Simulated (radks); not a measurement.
Ionisation ladder of beryllium, from Be to Be3+. Each ion is in the ground configuration listed by NIST, and IE = E(next ion) - E(this ion), with E = 0 for the bare nucleus. Calculated with a radial shooting solver on a logarithmic mesh with Libxc functionals: Dirac Kohn-Sham, relativistic LDA (MacDonald-Vosko exchange, VWN5 correlation), spin-unpolarised, spherical densities, finite nucleus; Fermi nuclear charge, rms radius 2.519 fm.

[
 {"species": "Be", "configuration": "[He] 2s2", "E (hartree)": "-14.44800", "IE, Delta-SCF (eV)": "9.511", "-e(HOMO) (eV)": "5.599", "HOMO": "2s1/2", "<r> HOMO (bohr)": "2.62", "IE, NIST (eV)": "9.323", "kind": "exp.", "error (eV)": "+0.189"},
 {"species": "Be+", "configuration": "[He] 2s1", "E (hartree)": "-14.09846", "IE, Delta-SCF (eV)": "17.770", "-e(HOMO) (eV)": "13.639", "HOMO": "2s1/2", "<r> HOMO (bohr)": "2.30", "IE, NIST (eV)": "18.211", "kind": "exp.", "error (eV)": "-0.441"},
 {"species": "Be2+", "configuration": "[He]", "E (hartree)": "-13.44541", "IE, Delta-SCF (eV)": "156.89", "-e(HOMO) (eV)": "130.77", "HOMO": "1s1/2", "<r> HOMO (bohr)": "0.421", "IE, NIST (eV)": "153.90", "kind": "theory", "error (eV)": "+3.0"},
 {"species": "Be3+", "configuration": "1s1", "E (hartree)": "-7.67968", "IE, Delta-SCF (eV)": "208.97", "-e(HOMO) (eV)": "183.61", "HOMO": "1s1/2", "<r> HOMO (bohr)": "0.386", "IE, NIST (eV)": "217.72", "kind": "theory", "error (eV)": "-8.7"}
]

Reference values: NIST Atomic Spectra Database (exp. = measured, semi-emp. = semi-empirical, theory = theoretical value adopted there). The ionisation energy per charge of the ion left behind rises most, in proportion, at Be2+ ([He]), from 8.885 to 52.298 eV. Spin polarisation and multiplet splitting are left out, so open shells lie too high by an amount that depends on their filling.

Beside tabulated values, note that spin-unpolarised runs miss the spin-polarisation part of the exchange energy of open shells.
